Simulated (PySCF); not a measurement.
Job for PySCF: R-HF/3-21G on C3H10 (a complex).

```python
from pyscf import gto, scf, dft, mp
from pyscf.data.elements import chemcore

mol = gto.M(
    atom='''
    C    -0.02753316    0.02287696    0.12921450
    H    -0.98491102   -0.49550397    0.09257225
    H     0.26732431    0.31149980   -0.87885060
    H    -0.11932324    0.91197809    0.75091302
    H     0.72671233   -0.63828296    0.55382927
    C    -0.39607926   -0.65552063    3.93208870
    C     0.43051175    0.62683397    3.90600992
    H     0.20083031   -1.50538289    4.26967905
    H    -0.78316541   -0.89724177    2.94073017
    H    -1.24961241   -0.56372390    4.60697807
    H     0.81641944    0.87108304    4.89784058
    H    -0.16575349    1.47627360    3.56628926
    H     1.28479603    0.53489239    3.23261874
    ''',
    basis='3-21g',
    charge=0, spin=0, verbose=3, max_memory=1800)
mf = scf.RHF(mol)
mf.conv_tol = 1e-8
mf.max_cycle = 100
mf.kernel()
if not mf.converged:
    mf = mf.newton().run(mf.mo_coeff, mf.mo_occ)
```

### Question
What total energy does the run end on?

### Answer
-118.7700 hartree.
